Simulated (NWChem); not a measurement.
System: InI$_{3}$; SMILES [I][In]([I])[I]

def2 effective core potentials on In, I; no spin-orbit coupling.

Problem. Give the equilibrium geometry at PBE0/def2-SVP with def2 effective core potentials on In, I (NWChem) as a list of bonds and angles, with the point group.

Solution. point group D3h; any orientation.
Bonds (Å): In1–I2 2.658, In1–I3 2.658, In1–I4 2.658. Bond angles (°): I2–In1–I3 120.0, I2–In1–I4 120.0, I3–In1–I4 120.0.
